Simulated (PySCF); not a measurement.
## Sn: ionisation energy

Sn [Kr] 4d10 5s2 5p2 (3P) → Sn+ [Kr] 4d10 5s2 5p1 (2P), as a difference of total energies. Computed with PySCF 2.14 in def2-QZVPPD with the def2 core potential (28 electrons), with a scalar-relativistic core potential. Correlated levels: valence: 4s2 4p6 4d10 frozen; valence and next inner shell: nothing frozen outside the core potential. The calculations carry no spin-orbit coupling.

```
                                method  ionisation energy (eV)
                                   UHF                   6.848
                                   LDA                   7.414
                                   PBE                   7.261
                                  PBE0                   7.307
                                r2SCAN                   7.407
                               wB97X-V                   7.138
                                revPBE                   7.209
                                 B3LYP                   7.268
                               LC-wPBE                   7.381
                         MP2 (valence)                   7.177
                     SCS-MP2 (valence)                   7.111
    MP2 (valence and next inner shell)                   7.285
SCS-MP2 (valence and next inner shell)                   7.177
```

Task: How much does correlation contribute at MP2 (valence and next inner shell)?

Result: 7.285 − (6.848) = 0.437 eV, measured against UHF.

Errors of the correlated levels include the incompleteness of this basis and the frozen core.

For comparison: 7.389 eV (measured; NIST levels, between the centres of gravity of the two terms).
